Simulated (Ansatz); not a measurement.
# A rate constant, worked out

An elementary step of GaH$_{2}$F, singlet (GaH₂F ([F][GaH2]) → GaH + HF; Ga–F, Ga–H broken or loosened, F–H formed or tightened). The start structure is the reactant molecule, and the electronic barrier above it is 2.582 eV by CCSD(T) at an estimated basis limit (MP2 extrapolated from triple and quadruple zeta, plus CCSD(T) − MP2 in triple zeta). Ansatz 0.2.0; basis: def2-TZVPP and def2-QZVPP; cores frozen in the correlated methods. Filled d shells of the heavier atoms are correlated. The def2 sets are not built for correlating such inner shells, so the correlated values are less sure here. Extrapolation: Hartree–Fock as exp(−7.88 √X), correlation as X^−2.97. Harmonic wavenumbers at PBE0-D4/def2-TZVP (Ansatz 0.2.0), in cm⁻¹:

Start: 520, 634, 665, 733, 2024, 2034.

Saddle: 1320i, 393, 575, 613, 1779, 1899.

Problem. Work out the transition-state-theory rate constant at 500 K from these numbers alone (harmonic vibrations; rotation, path degeneracy and anharmonicity left out), and the Wigner tunnelling factor. Use 1 cm⁻¹ = 1.2398 × 10⁻⁴ eV and k_B = 8.617 × 10⁻⁵ eV/K.

Solution. Zero-point energies, half the sums: start 6610/2 cm⁻¹ = 0.4098 eV; saddle, real modes only, 5259/2 cm⁻¹ = 0.3260 eV.
Barrier with zero-point energy: 2.582 + 0.3260 − 0.4098 = 2.4982 eV.
k_BT = 0.04309 eV, so the barrier is 57.98 k_BT.
Vibrational partition functions from the zero-point level, ln q = −Σ ln(1 − exp(−hν/k_BT)): start 0.724, saddle 0.800.
k = (k_BT/h) exp(ln q‡ − ln q) exp(−E0/k_BT), with log₁₀(k_BT/h in s⁻¹) = 13.02: log₁₀ k = 13.02 + (0.076 − 57.98)/2.3026 = -12.13, so k ≈ 7 × 10^(-13) s⁻¹.
Wigner factor: 1 + (hν‡/k_BT)²/24 = 1 + (3.80)²/24 = 1.60, too large for this simple formula to be trusted. A change of 1 kcal/mol (0.043 eV) in the barrier would change k by a factor of 2.7 at this temperature.

No T1 diagnostic of these runs exceeds 0.019. The restricted Hartree–Fock reference is unstable towards an unrestricted one at one or more of these structures.

Labels in which every atom is bracketed show which atoms are joined, not bond orders.

For scale, one of the runs: CCSD(T)/def2-TZVPP, 107 basis functions, launched by `ansatz run in.yaml --threads 2 --pin off --events-out ev --progress --plain --max-ram 4352MiB`. The run took about 4.2 s on 2 CPU threads of an Arm Neoverse V2 (shared host).
